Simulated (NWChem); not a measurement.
System: BSiH3ClF; SMILES [SiH3]B(F)Cl

Computed with NWChem. Pople sets run with spherical d functions. Each level has its own optimisation; frequencies are unscaled.

| level | r B–Cl (Å) | r B–F (Å) | r B–Si (Å) | r H–Si (Å) | highest harmonic frequency (cm⁻¹) | lowest (cm⁻¹) | zero-point energy (kcal/mol) | dipole (D) |
|---|---|---|---|---|---|---|---|---|
| Hartree-Fock/6-31G* | 1.769 | 1.309 | 2.047 | 1.476 | 2383 | 21 | 21.8 | 1.25 |
| BLYP/def2-SVP | 1.781 | … | 2.045 | 1.502 | … | 48 | … | … |
| PBE0/def2-SVP | 1.758 | 1.317 | 2.032 | 1.495 | 2241 | 48 | 20.4 | 0.53 |

What belongs in the gaps?


- BLYP/def2-SVP, r B–F (Å): 1.331
- BLYP/def2-SVP, highest harmonic frequency (cm⁻¹): 2168
- BLYP/def2-SVP, zero-point energy (kcal/mol): 19.7
- BLYP/def2-SVP, dipole (D): 0.38
